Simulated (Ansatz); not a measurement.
[closo-1,2-(Cl)2B6H4]2- (B₆H₄Cl₂²⁻), relaxed as a singlet with RKS PBE-D4/def2-SVPD in Ansatz, starting from the GFN2-xTB geometry. Force threshold 0.02 eV/Å.

A multiply charged anion in the gas phase is held together partly by the finite basis. Removing one electron lowers the energy by 0.68 eV at PBE0-D4/def2-TZVPD, so it isn't bound. The highest occupied level of the charge -2 singlet lies above zero (up to 3.20 eV). By energy differences it is unbound by 0.68 eV (vertical, against the charge -1 doublet, at PBE0-D4/def2-TZVPD) and held by the finite basis.

Start:

```xyz
12

B    -0.2392   -0.0659    1.0955
B     0.3168    1.1845    0.0886
B    -1.0427    0.2554   -0.3349
B     0.3857    0.0458   -1.1975
B     1.2007   -0.2801    0.2519
B    -0.1866   -1.2038   -0.1651
Cl   -0.7227   -0.1682    3.0169
H     0.5651    2.3727    0.2154
Cl   -2.8972    0.7021   -0.8600
H     0.7063    0.1033   -2.3752
H     2.3524   -0.5547    0.5547
H    -0.4386   -2.3910   -0.2902
```

(1) Estimate the energy that the relaxation releases and the steps that it takes.

(2) Does the start keep its bonding and symmetry?

(3) Predict the relaxed structure.

Results:

(1) 17.4 kJ/mol, in 4 steps; 15 s on 4 threads of Intel Xeon on a shared host. No frequencies were taken in this run, so the end may be a saddle point.

(2) By distances, no bond broke or formed. The bond that changes most is B1–Cl7, from 1.98 to 1.89 Å (atoms count from 1). Point group C2v at the start, C2v at the end, both within 0.05 Å.

(3) 
```xyz
12

B    -0.2472   -0.0674    1.1257
B     0.3246    1.2032    0.0880
B    -1.0713    0.2620   -0.3412
B     0.3896    0.0480   -1.2253
B     1.2263   -0.2865    0.2637
B    -0.1869   -1.2235   -0.1697
Cl   -0.7624   -0.1514    2.9386
H     0.5577    2.3962    0.2249
Cl   -2.8552    0.6853   -0.7862
H     0.7026    0.1075   -2.4072
H     2.3778   -0.5622    0.5744
H    -0.4556   -2.4113   -0.2856
```
Bond lengths: 12 × B–B 1.71 to 1.75 Å; 2 × B–Cl 1.89 Å; 4 × B–H 1.22 Å.
